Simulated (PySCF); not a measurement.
Compound: Zr(NH2)Cl3 (singlet state).
Cartesian coordinates in Å at the PBE0-D3(BJ)/def2-SVP level; atoms count from 1:
```
atom  x, y, z in Å
Zr1    0.115    0.067   -0.702
N2    -0.173   -0.039    1.264
H3     0.503   -0.422    1.925
H4    -1.011    0.241    1.773
Cl5    2.430   -0.038   -1.032
Cl6   -0.953    1.982   -1.535
Cl7   -0.910   -1.792   -1.693
```

Computed, not measured: TDDFT CAM-B3LYP/def2-SVPD, vertical, gas phase, core orbitals frozen in the response, def2 core potentials past Kr in PySCF 2.14.0, density-fitted response routines. Spin–orbit coupling is left out. Note that the optimisation stopped short of convergence; the values belong to its last geometry.

Ground-to-excited transition dipoles (e·a0, same axes as the geometry; the sign carries no meaning), for the states with f of 0.002 or more among the lowest 10:

| state | E (eV) | μx | μy | μz |
| --- | --- | --- | --- | --- |
| S1 | 4.812 | 0.131 | -0.139 | 0.012 |
| S2 | 5.495 | -0.060 | -0.098 | -0.415 |
| S4 | 5.992 | 0.127 | 0.289 | 0.065 |
| S6 | 6.290 | -0.282 | -0.002 | 0.063 |
| S7 | 6.296 | 0.016 | 0.215 | -0.115 |
| S9 | 6.481 | -0.079 | -0.150 | -0.007 |
| S10 | 6.598 | 0.079 | -0.157 | 0.002 |

(1) What oscillator strength does each state have?

(2) Which bond between heavy atoms lies closest to the direction of the S2 transition dipole?

(3) What angle do the transition dipoles of S2 and S4 make?

(4) How is the summed strength of these states shared among x, y and z?

(5) What peak molar absorption coefficient would the strongest computed level give as a lone Gaussian band 0.5 eV wide at half height?

## Answers

(1) f = (2/3) ΔE |μ|² with ΔE in hartree (27.2114 eV).

```
state  |μ|² (au)  |μ| (D)      f
   S1      0.037     0.49  0.004
   S2      0.186     1.10  0.025
   S4      0.104     0.82  0.015
   S6      0.084     0.74  0.013
   S7      0.060     0.62  0.009
   S9      0.029     0.43  0.005
  S10      0.031     0.45  0.005
```

(2) Zr1–N2, at 23° from it; next Zr1–Cl7 at 49°.

(3) |cos θ| = |μa·μb| / (|μa| |μb|) = 0.45, so θ ≈ 63° (taken between 0 and 90°, since the signs are arbitrary).

(4) (2/3) Σ ΔE μα² gives 0.019 for x, 0.031 for y and 0.027 for z, 0.076 in all.

(5) ε(max) = 2.175×10⁸ f / FWHM, with the width in cm⁻¹. S2: 2.175×10⁸ × 0.0250 / 4033 ≈ 1400 L mol⁻¹ cm⁻¹.

The vertical ionisation energy (ΔSCF) is 10.58 eV, 3.99 eV above S10.

The run took 2.4 min of wall time on x86-64 server, one thread, shared host.
